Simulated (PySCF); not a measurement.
Molecule: `C1=CC(C)=CC([NH3+])=C1`, [C$_{7}$H$_{10}$N]+.

Bonds (- single, = double, # triple, : aromatic): C1-C2, C2:C3, C3:C4, C4:C5, C5:C6, C6-N7, C6:C8, C8:C2. C1 carries H9, H10, H11; C3 carries H12; C4 carries H13; C5 carries H14; N7 carries H15, H16, H17; C8 carries H18. Formal charges: N7 +1.

Total charge +1.

Frames of a GFN2-xTB Langevin trajectory at 300 K; GIAO PBE0/pcSseg-1 shieldings in PySCF 2.14.0 with density-fitted response routines, gas phase, non-relativistic; equivalent atoms averaged within each frame.

Scale: TMS for 13C (σref 186.93) and 1H (σref 31.72); 15N (σref 267.73) vs NH3 (reference shieldings calculated alike). The references are static minima.

**Question.** How do the shifts (ppm) fluctuate along the trajectory?

**Answer.** 
```tsv
time (fs)	C2	C4	C3	C6	C8	C5	C1	N7	H13	H14
optimised geometry	155.0	140.1	144.2	129.0	125.5	122.5	24.2	73.4	8.28	7.40
250	146.8	141.2	137.9	130.1	129.8	128.6	22.9	77.7	8.28	8.13
425	160.3	143.9	146.0	128.0	127.1	124.1	29.1	71.7	7.87	8.69
625	158.1	142.5	139.6	139.5	131.7	131.2	19.7	71.1	8.90	7.24
800	157.7	137.4	148.8	127.2	129.3	121.4	27.3	62.7	8.01	7.91
1000	150.8	138.1	141.6	131.2	126.6	116.9	22.6	72.2	7.09	6.77
mean of frames	154.7	140.6	142.8	131.2	128.9	124.4	24.3	71.1	8.03	7.75
standard deviation	5.7	2.8	4.5	4.9	2.1	5.7	3.8	5.4	0.66	0.75
```

5 frames give an uncertainty of the mean of about the standard deviation over 2.2 at best, since frames this close in time may not be independent; classical motion lacks zero-point vibration, and the reference would need the same averaging.
